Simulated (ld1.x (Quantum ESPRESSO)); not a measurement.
An all-electron radial function and its pseudo partner (aluminium (Al))

Columns: radius, all-electron u(r) and pseudo u(r) of the 3p shell (level -2.72 eV) of aluminium in the configuration [Ne] 3s2 3p1; PBE, non-relativistic, TM scheme, ld1.x (Quantum ESPRESSO) 7.5.

```
r (bohr)  all-electron   pseudo
   0.118        0.0912  -0.0031
   0.235        0.1842  -0.0123
   0.353        0.2144  -0.0274
   0.470        0.1930  -0.0481
   0.588        0.1400  -0.0742
   0.705        0.0717  -0.1047
   0.822       -0.0025  -0.1392
   0.940       -0.0775  -0.1774
   1.058       -0.1490  -0.2181
   1.175       -0.2146  -0.2598
   1.292       -0.2741  -0.3019
   1.410       -0.3276  -0.3436
   1.528       -0.3749  -0.3834
   1.645       -0.4159  -0.4199
   1.763       -0.4513  -0.4530
   1.880       -0.4809  -0.4814
   1.998       -0.5052  -0.5053
   2.115       -0.5242  -0.5243
   2.232       -0.5386  -0.5386
   2.350       -0.5489  -0.5489
   2.468       -0.5552  -0.5552
   2.585       -0.5581  -0.5581
   2.702       -0.5580  -0.5580
   2.820       -0.5552  -0.5552
   2.938       -0.5502  -0.5502
   3.055       -0.5432  -0.5432
```

(1) How many radial nodes do the two functions have?

(2) At about which radius was the pseudo-wave matched?

(3) Is the pseudo-wave norm-conserving?

## Answers

(1) The all-electron 3p function has n − l − 1 = 1; the pseudo-wave has 0, since the states of the same l below it are removed with the core.

(2) 2.35 bohr. The columns agree to 0.0005 from 2.00 bohr on; several derivatives are matched, so the curves merge somewhat inside the radius.

(3) Yes: the TM scheme keeps the norm inside the radius equal to the all-electron one, which fixes the energy derivative of the logarithmic derivative at the level.
